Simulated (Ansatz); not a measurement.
Reaction: AuCl (SMILES [Cl][Au]) → AuCl+ (parent SMILES [Cl][Au], doublet) + e-
Each species at its own B3LYP-D3(BJ)/def2-TZVP minimum (Ansatz, a first-principles code).

Total energies in hartree (Ansatz). Open shells are spin-unrestricted; no spin-orbit coupling. Cores are frozen in correlated methods (noble-gas shells, and filled d and f shells in the p block). Past Kr the def2 sets carry scalar-relativistic core potentials. The T1 diagnostic of AuCl ([Cl][Au], singlet) reaches 0.030 in the sets run. The spin of AuCl+ (parent SMILES [Cl][Au], doublet) was assumed, and the state is the lowest solution found for it.

| species | HF/def2-TZVPP | CCSD(T)/def2-TZVPP | HF/def2-QZVPP | CCSD(T)/def2-QZVPP | CCSDT(Q)/def2-TZVPP |
|---|---|---|---|---|---|
| 1: AuCl (SMILES [Cl][Au]) | -594.32728 | -594.90656 | -594.34155 | -594.96736 | -594.90686 |
| 2: AuCl+ (parent SMILES [Cl][Au], doublet) | -593.99272 | -594.52648 | -594.00708 | -594.58102 | -594.52772 |

### Question
Work out the adiabatic ionisation energy (electronic) in eV: take Hartree-Fock from def2-QZVPP, extrapolate the CCSD(T) correlation energy as X^-3 (X = 3, 4), and add CCSDT(Q) - CCSD(T) in def2-TZVPP. 1 hartree = 27.211 eV.

### Answer

Species 1: correlation (64·(-0.62581) - 27·(-0.57928))/37 = -0.65976; step -0.00030; E1 = -594.34155 + (-0.65976) + (-0.00030) = -595.00161
Species 2: correlation (64·(-0.57394) - 27·(-0.53376))/37 = -0.60326; step -0.00124; E2 = -594.00708 + (-0.60326) + (-0.00124) = -594.61158
-1·E1 +1·E2 = 0.39003 hartree = 10.61 eV.
